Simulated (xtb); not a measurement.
HfO2, SMILES [O]=[Hf]=[O], multiplicity 1. All values are semi-empirical tight-binding results from xtb (GFN2-xTB unless named), good for trends rather than for accurate numbers. Geometry optimised at GFN2-xTB. The spin state was assumed, not searched. The isomer is the one that the SMILES or the coordinates give; other isomers of the formula were not compared.

For metal compounds this method's bond lengths and energies can be far off.

```
Item                                            Value
-------------------------------------  --------------
point group as xtb finds it                       C2v
orbital gap                                   2.48 eV
zero-point energy                        2.2 kcal/mol
G − E(el) at 298.15 K (modified RRHO)  -14.9 kcal/mol
```
